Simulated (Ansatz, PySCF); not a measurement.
HF (SMILES F) and C2H4 (SMILES C=C) are pulled apart as rigid monomers along the line of their centres of mass, from the B3LYP-D3(BJ)/def2-TZVP minimum. Starting geometry (charge 0, multiplicity 1):
```xyz
8

F     -0.23389     0.85647     0.58511
H     -0.16840     0.55536     1.46868
C     -0.54357     0.24784     3.64206
C      0.49854    -0.50612     3.30930
H     -0.42092     1.26748     3.98679
H     -1.55788    -0.12922     3.59111
H      0.37646    -1.52877     2.97338
H      1.51346    -0.13203     3.36911
```

Interaction energies with rigid monomers; basis-set methods are counterpoise corrected unless marked otherwise.

Correlated levels freeze the cores. Rows in 3-21G carry no dispersion term and start afresh at each structure.

The values were computed with Ansatz (Gaussian basis) for Hartree–Fock, density functionals and correlated methods; PySCF for 3-21G rows. 

| H2···C3 (Å) | HF/aug-cc-pVTZ (kcal/mol) | B3LYP/3-21G (no counterpoise) (kcal/mol) | MP2/aug-cc-pVTZ (kcal/mol) | SCS-MP2/aug-cc-pVTZ (kcal/mol) | CCSD(T)/aug-cc-pVDZ (kcal/mol) |
|---|---|---|---|---|---|
| 2.02 | -0.90 | -4.68 | -3.76 | -2.81 | -2.42 |
| 2.23 | -2.86 | -5.73 | -4.66 | [?] | -3.70 |
| 2.55 | -3.24 | [?] | -4.09 | -3.70 | -3.57 |
| 3.09 | -2.22 | -2.91 | -2.42 | -2.25 | -2.26 |
| 3.96 | -0.98 | -0.84 | -0.96 | -0.91 | -0.92 |

Q: Fill in the missing entries.

A: 
- 2.55, B3LYP/3-21G (no counterpoise) (kcal/mol): -5.07
- 2.23, SCS-MP2/aug-cc-pVTZ (kcal/mol): -4.00

Ansatz is a quantum-chemistry and plane-wave program.
